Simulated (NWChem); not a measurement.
System: C4H9Si, doublet; SMILES C(=C)[Si](C)C

Here is an NWChem input.

```
start job
memory heap 200 mb stack 900 mb global 1100 mb
geometry units angstroms noautosym nocenter noautoz
  C      0.028426    -2.351300     0.173910
  C      0.739809    -1.235187    -0.077469
  Si     0.033479     0.443294    -0.458746
  C      1.122265     1.838008     0.233684
  C     -1.776154     0.616209     0.092025
  H     -1.058952    -2.345919     0.227021
  H      0.501048    -3.318437     0.340109
  H      1.827034    -1.338237    -0.126231
  H      0.788694     2.815850    -0.130734
  H      1.088553     1.859599     1.331458
  H      2.167582     1.708831    -0.068161
  H     -1.867803     0.534399     1.183504
  H     -2.408997    -0.156237    -0.358197
  H     -2.179673     1.589878    -0.207256
end
basis spherical
  * library 6-31g*
end
dft
  odft
  mult 2
  xc hfexch
  iterations 150
  mulliken
end
task dft energy
esp
  recalculate
  probe 0.07
  range 0.3
  factor 1.0
  spacing 0.02
end
task esp
```

Parts of the log:

```
             Northwest Computational Chemistry Package (NWChem) 7.3.0
             --------------------------------------------------------

                             Geometry "geometry" -> ""
                             -------------------------

 Output coordinates in angstroms (scale by  1.889725989 to convert to a.u.)

  No.       Tag          Charge          X              Y              Z
 ---- ---------------- ---------- -------------- -------------- --------------
    1 C                    6.0000     0.02842600    -2.35130000     0.17391000
    2 C                    6.0000     0.73980900    -1.23518700    -0.07746900
    3 Si                  14.0000     0.03347900     0.44329400    -0.45874600
    4 C                    6.0000     1.12226500     1.83800800     0.23368400
    5 C                    6.0000    -1.77615400     0.61620900     0.09202500
    6 H                    1.0000    -1.05895200    -2.34591900     0.22702100
    7 H                    1.0000     0.50104800    -3.31843700     0.34010900
    8 H                    1.0000     1.82703400    -1.33823700    -0.12623100
    9 H                    1.0000     0.78869400     2.81585000    -0.13073400
   10 H                    1.0000     1.08855300     1.85959900     1.33145800
   11 H                    1.0000     2.16758200     1.70883100    -0.06816100
   12 H                    1.0000    -1.86780300     0.53439900     1.18350400
   13 H                    1.0000    -2.40899700    -0.15623700    -0.35819700
   14 H                    1.0000    -2.17967300     1.58987800    -0.20725600

 Effective nuclear repulsion energy (a.u.)     209.8756291914

  xc_inp: hfexch multiplicative factor not found.

                                 NWChem DFT Module
                                 -----------------

 Summary of "ao basis" -> "ao basis" (spherical)
 ------------------------------------------------------------------------------
       Tag                 Description            Shells   Functions and Types
 ---------------- ------------------------------  ------  ---------------------
 C                           6-31g*                  6       14   3s2p1d
 Si                          6-31g*                  8       18   4s3p1d
 H                           6-31g*                  2        2   2s

            General Information
            -------------------
          SCF calculation type: DFT
          Wavefunction type:  spin polarized.
          No. of atoms     :    14
          No. of electrons :    47
           Alpha electrons :    24
            Beta electrons :    23
          Charge           :     0
          Spin multiplicity:     2
          Use of symmetry is: off; symmetry adaption is: off
          Maximum number of iterations: 150
          AO basis - number of functions:    92
                     number of shells:    50
          Convergence on energy requested:  1.00D-06
          Convergence on density requested:  1.00D-05
          Convergence on gradient requested:  5.00D-04

              XC Information
              --------------
                     Hartree-Fock (Exact) Exchange  1.000

      Superposition of Atomic Density Guess
      -------------------------------------

 Sum of atomic energies:        -443.94241697

      Non-variational initial energy
      ------------------------------

 Total energy =    -446.746890
 1-e energy   =   -1023.480399
 2-e energy   =     366.857879
 HOMO         =      -0.115056
 LUMO         =       0.016010

     ---------------------------------------------
      Total Density - Mulliken Population Analysis
     ---------------------------------------------

    Atom       Charge   Shell Charges
 -----------   ------   -------------------------------------------------------
    1 C    6     6.46   2.00  0.74  1.93  0.62  1.14  0.03
    2 C    6     6.49   2.00  0.74  1.95  0.63  1.13  0.03
    3 Si  14    13.29   2.00  2.00  5.97  0.98  1.42  0.33  0.48  0.12
    4 C    6     6.98   2.00  0.72  2.09  0.72  1.43  0.02
    5 C    6     6.99   2.00  0.72  2.09  0.72  1.43  0.02
    6 H    1     0.79   0.47  0.32
    7 H    1     0.78   0.47  0.31
    8 H    1     0.77   0.46  0.31
    9 H    1     0.74   0.45  0.29
   10 H    1     0.74   0.45  0.29
   11 H    1     0.74   0.45  0.29
   12 H    1     0.74   0.45  0.29
   13 H    1     0.74   0.45  0.29
   14 H    1     0.74   0.45  0.29

     --------------------------------------------
      Spin Density - Mulliken Population Analysis
     --------------------------------------------

    Atom       Charge   Shell Charges
 -----------   ------   -------------------------------------------------------
    1 C    6     0.17   0.00  0.00  0.09 -0.00  0.08  0.00
    2 C    6     0.04   0.00  0.00  0.02  0.00  0.01  0.00
    3 Si  14     0.66   0.00  0.00  0.00  0.04  0.30  0.10  0.22  0.00
    4 C    6     0.04   0.00  0.00  0.02  0.00  0.01  0.00
    5 C    6     0.04   0.00  0.00  0.02  0.00  0.01  0.00
    6 H    1     0.00   0.00  0.00
    7 H    1     0.00   0.00  0.00
    8 H    1     0.00   0.00  0.00
    9 H    1     0.00   0.00 -0.00
   10 H    1     0.02   0.01  0.01
   11 H    1    -0.00   0.00 -0.00
   12 H    1     0.02   0.01  0.01
   13 H    1     0.00   0.00 -0.00
   14 H    1     0.00   0.00 -0.00

   convergence    iter        energy       DeltaE   RMS-Dens  Diis-err
 ---------------- ----- ----------------- --------- --------- ---------
 d= 0,ls=0.0,diis     1   -445.5048743095 -6.55D+02  3.48D-03  8.29D-02
                                                     2.40D-03  7.75D-02
 d= 0,ls=0.0,diis     2   -445.5714685564 -6.66D-02  1.35D-03  7.60D-03
                                                     1.08D-03  8.77D-03
 d= 0,ls=0.0,diis     3   -445.5806215016 -9.15D-03  7.72D-04  1.90D-03
                                                     4.10D-04  1.18D-03
 d= 0,ls=0.0,diis     4   -445.5827309802 -2.11D-03  4.16D-04  1.86D-04
                                                     2.92D-04  2.33D-04
 d= 0,ls=0.0,diis     5   -445.5834158645 -6.85D-04  1.80D-04  1.21D-04
                                                     1.40D-04  6.73D-05
  Resetting Diis
 d= 0,ls=0.0,diis     6   -445.5837056143 -2.90D-04  2.17D-04  5.93D-05
                                                     2.11D-04  8.05D-05
 d= 0,ls=0.0,diis     7   -445.5840824608 -3.77D-04  1.15D-04  5.87D-05
                                                     9.13D-05  5.48D-05
 d= 0,ls=0.0,diis     8   -445.5842476552 -1.65D-04  6.83D-04  5.08D-05
                                                     5.83D-04  5.31D-05
 d= 0,ls=0.0,diis     9   -445.5850541346 -8.06D-04  7.25D-04  2.74D-05
                                                     6.15D-04  1.33D-05
 d= 0,ls=0.0,diis    10   -445.5852709695 -2.17D-04  4.37D-04  5.98D-06
                                                     3.61D-04  5.38D-06
 d= 0,ls=0.0,diis    11   -445.5852494382  2.15D-05  1.72D-04  5.25D-06
                                                     1.50D-04  4.20D-06
 d= 0,ls=0.0,diis    12   -445.5852988000 -4.94D-05  7.09D-05  5.79D-07
                                                     6.21D-05  4.65D-07
 d= 0,ls=0.0,diis    13   -445.5853040411 -5.24D-06  1.43D-05  1.71D-08
                                                     1.23D-05  1.59D-08
 d= 0,ls=0.0,diis    14   -445.5853039965  4.46D-08  4.97D-06  1.06D-08
                                                     4.50D-06  9.77D-09

         Total DFT energy =     -445.585303996532
      One electron energy =    -1028.169679635044
           Coulomb energy =      417.059771608079
    Exchange-Corr. energy =      -44.351025160988
 Nuclear repulsion energy =      209.875629191421

 Numeric. integr. density =        0.000000000000

[...]

                     NWChem Electrostatic Potential Fit Module
                     -----------------------------------------

 Atom parameters

 Number of atoms is                                   14
 Number of basis functions is                         92

 Grid parameters

 Maximum number of grid points is                  51296
 Number of grid points is                          51295
 Grid range                                     0.300000 nm
 Grid spacing                                   0.020000 nm
 Probe radius                                   0.070000 nm
 Atom radius factor                             1.000000

 Atomic radii

    1    0.100000
    6    0.147000
   14    0.187000
 FASTESP  F
  using M.O. file = ./job.movecs

    Atom              Coordinates                           Charge

                                                  ESP

    1 C     0.002843   -0.235130    0.017391   -0.371059
    2 C     0.073981   -0.123519   -0.007747   -0.050934
    3 Si    0.003348    0.044329   -0.045875   -0.020244
    4 C     0.112227    0.183801    0.023368    0.053357
    5 C    -0.177615    0.061621    0.009203    0.177057
    6 H    -0.105895   -0.234592    0.022702    0.176467
    7 H     0.050105   -0.331844    0.034011    0.128083
    8 H     0.182703   -0.133824   -0.012623    0.088510
    9 H     0.078869    0.281585   -0.013073   -0.018936
   10 H     0.108855    0.185960    0.133146   -0.002492
   11 H     0.216758    0.170883   -0.006816   -0.020831
   12 H    -0.186780    0.053440    0.118350   -0.030625
   13 H    -0.240900   -0.015624   -0.035820   -0.057469
   14 H    -0.217967    0.158988   -0.020726   -0.050884
                                            ------------
                                               -0.000000

 Dipole moment                                  0.094900

 Quadrupole moment Qxx                          1.434739
                   Qyy                          1.088874
                   Qzz                         -2.523612

 RMS deviation kJ/mol                           0.072014

 RRMS %                                        81.027189
```

Level: UHF/6-31G* (spherical d). Coordinates come from a B3LYP/6-31G* (spherical d), spin-unrestricted optimisation. The determinant is spin-contaminated (<S²> = 0.92). No stability test was run on the SCF state.
